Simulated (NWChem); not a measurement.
**GeSe**

```xyz
2

Ge     0.0000     0.0000     1.1173
Se     0.0000     0.0000    -1.0516
```
Charge 0, spin multiplicity 1.

All runs are NWChem calculations. All single points use one geometry, from PBE/def2-SVP, a minimum by its harmonic frequencies.

Symmetry labels belong to the abelian group C2v used in the runs, with the axes of the coordinates shown; states degenerate in a higher group split over its labels.

The Hamiltonian is non-relativistic. B3LYP has NWChem's definition, with VWN1-RPA local correlation. The structure started from a generated list of species.

**Question.** List the lowest 6 singlet excitations that TD-B3LYP/def2-SVPD, VWN1-RPA local correlation gives, with oscillator strengths.

**Answer.** 
| state | symmetry | energy (eV) | wavelength (nm) | f |
|---|---|---|---|---|
| 1 | a2 | 3.27 | 380 | 0.000 |
| 2 | a2 | 3.55 | 349 | 0.000 |
| 3 | a1 | 3.55 | 349 | 0.000 |
| 4 | b1 | 3.88 | 319 | 0.009 |
| 5 | b2 | 3.88 | 319 | 0.009 |
| 6 | a1 | 5.18 | 239 | 0.127 |
